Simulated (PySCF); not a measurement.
**Correlation energy of Cl³⁺ (chlorine, charge +3)**

[Ne] 3s2 3p2, high-spin 3P determinant. Computed with PySCF 2.14 in x2c-QZVPPall with one added diffuse shell each of s, p, d, f type (10s7p5d3f1g, 86 functions), with scalar relativity by spin-free X2C-1e. Frozen: 1s2; 12 electrons correlated.

```csv
level,correlation energy (mhartree)
CCSD,-278.06
(T),-4.05
CCSD(T),-282.11
```

Diagnostics: T1 = 0.0052, D1 = 0.0214, largest double amplitude 0.097.

Is a single reference adequate?

Mostly. T1 lies below 0.03, but a double amplitude of this size points to a near-degeneracy that CCSD handles and MP2 describes poorly.

This basis was not built for core-valence correlation, so the inner-shell part is incomplete.
